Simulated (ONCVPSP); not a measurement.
What the settings do to the ONCV potential of mercury

Base potential:

- Element: mercury
- Generator: ONCVPSP 4.0.1
- Type: optimised norm-conserving Vanderbilt (ONCV)
- Functional: PBE
- Relativity: scalar-relativistic
- Frozen core: [Kr] 4d10 4f14
- Valence charge: 20
- Reference configuration: 5s2 5p6 5d10 6s2
- Partial waves: 5s+6s: rc 1.45 bohr, ncon 4, nbas 7, qcut 8.9 1/bohr, 2 projectors; 5p: rc 1.15 bohr, ncon 5, nbas 9, qcut 7.3 1/bohr, 2 projectors, debl 0.6 Ha; 5d: rc 2.10 bohr, ncon 4, nbas 8, qcut 6.9 1/bohr, 2 projectors, debl 2.8 Ha
- Local potential: polynomial inside 0.85 bohr (lpopt 5, dvloc0 0 Ha)
- Core correction: none

In the p channel the program set the typed energies aside and used -2.444, 0.250 Ha.

Cutoffs, loose and tight: the cutoffs (Ha) at which the residual kinetic energy of the hardest occupied pseudo-wave falls to 1 and 0.1 mHa per electron. They do not see the model core or the augmentation charge, which bear on the density cutoff. Test errors are all-electron minus pseudo excitation energies from the reference, over the configurations 5s2 5p6 5d10 6s1; 5s2 5p6 5d10 6s0; 5s2 5p6 5d9 6s0; 5s2 5p6 5d10 6s1.5. A dash means not determined; rows that change the core or the reference have their own tests.

A true bound ghost makes a file unfit for plane-wave use even where its test errors are small: the radial tests pick states by their node count and pass the ghost by.

```tsv
change	outcome	cutoff, loose	cutoff, tight	bound ghosts	GHOST(+) flags above zero	largest test error (meV)
base	generated, projector energies reset by the program	169 Ha	199 Ha	s	d	+189
d: qcut 4.4	generated, projector energies reset by the program	169 Ha	199 Ha	s	d	+168
d: qcut 4.8	generated, projector energies reset by the program	169 Ha	199 Ha	s	d	+174
d: qcut 5.7	generated, projector energies reset by the program	169 Ha	199 Ha	s	d	+182
d: qcut 6.3	generated, projector energies reset by the program	169 Ha	199 Ha	s	d	+185
d: qcut 7.9	generated, projector energies reset by the program	169 Ha	199 Ha	s	d	+186
d: qcut 9	generated, projector energies reset by the program	169 Ha	199 Ha	s	none	+193
d: qcut 9.4	generated, projector energies reset by the program	169 Ha	199 Ha	s	none	+194
d: qcut 10.3	generated, projector energies reset by the program	169 Ha	199 Ha	s	none	+187
```

Problem. What comes out with this change to the base: d: qcut 7.4?

Solution. outcome: generated, projector energies reset by the program; cutoff, loose: 169 Ha; cutoff, tight: 199 Ha; bound ghosts: s, d; GHOST(+) flags above zero: none; largest test error (meV): +172.

Reading the sweep of the qcut of the d channel (base included, trends over the rows without a ghost): Bound ghosts are found at 4.4, 4.8, 5.7, 6.3, 6.9, 7.4, 7.9, 9, 9.4, 10.3 1/bohr. Every judged row has one, so this setting neither creates nor removes them.
